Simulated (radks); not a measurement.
Question: All-electron atom: Ru I in [Kr] 4d(3/2: 4, 5/2: 2) 5s1 5p(1/2: 1, 3/2: 0) (not the ground configuration). Calculated with a radial shooting solver on a logarithmic mesh with Libxc functionals: Dirac Kohn-Sham, relativistic LDA (MacDonald-Vosko exchange, VWN5 correlation), spin-unpolarised, spherical densities, finite nucleus; Fermi nuclear charge, rms radius 4.4809 fm. Some entries of the table are withheld. Estimate them.

orbital  occ.  eigenvalue (eV)  r(max) (bohr)
1s1/2       2              (1)        0.02180
2s1/2       2        -3143.541         0.1234
2p1/2       2        -2909.666        0.09563
2p3/2       4        -2779.855        0.09962
3s1/2       2        -557.2229         0.3628
3p1/2       2        -465.8289         0.3491
3p3/2       4        -443.7733         0.3587
3d3/2       4        -280.6555            (2)
3d5/2       6        -276.3377            (3)
4s1/2       2              (4)         0.9135
4p1/2       2         -53.2883         0.9633
4p3/2       4         -49.8335         0.9883
4d3/2       4          -9.3681            (5)
4d5/2       2          -9.0104            (6)
5s1/2       1          -6.3151          2.588
5p1/2       1          -2.3145            (7)
5p3/2       0          -2.1399            (8)

Answer: 
(1) 1s1/2 eigenvalue (eV): -21809.80
(2) 3d3/2 r(max) (bohr): 0.2991
(3) 3d5/2 r(max) (bohr): 0.3019
(4) 4s1/2 eigenvalue (eV): -80.7779
(5) 4d3/2 r(max) (bohr): 1.191
(6) 4d5/2 r(max) (bohr): 1.203
(7) 5p1/2 r(max) (bohr): 3.355
(8) 5p3/2 r(max) (bohr): 3.479
